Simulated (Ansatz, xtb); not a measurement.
Species: NaF, net charge 0, singlet state. SMILES: [F][Na]
Geometry from a B3LYP-D3(BJ)/def2-TZVP (Ansatz, a program for electronic structure) optimisation:
```xyz
2

Na     0.0000     0.0000    -0.8672
F      0.0000     0.0000     1.0599
```

Harmonic wavenumbers from GFN2-xTB (xtb, at its own minimum), cm⁻¹: 497.

Q: Give the harmonic wavenumbers at B3LYP-D3(BJ)/def2-TZVP (Ansatz, finite differences of forces, unscaled).

A: 537 cm⁻¹. Zero-point energy 0.8 kcal/mol.

Q: From these and the geometry, give the ideal-gas thermochemistry at 298.15 K and 1 atm (rigid rotor, harmonic oscillator).

A: Point group C∞v, rotational symmetry number 1. Rotational constants 13.08, 13.08 GHz. S(trans) 37.13, S(rot) 14.23, S(vib) 0.57, S(elec, spin only) 0.00, S 51.9 cal/(mol K). H(298) - H(0) 2.20 kcal/mol; G - E(el) -12.5 kcal/mol.
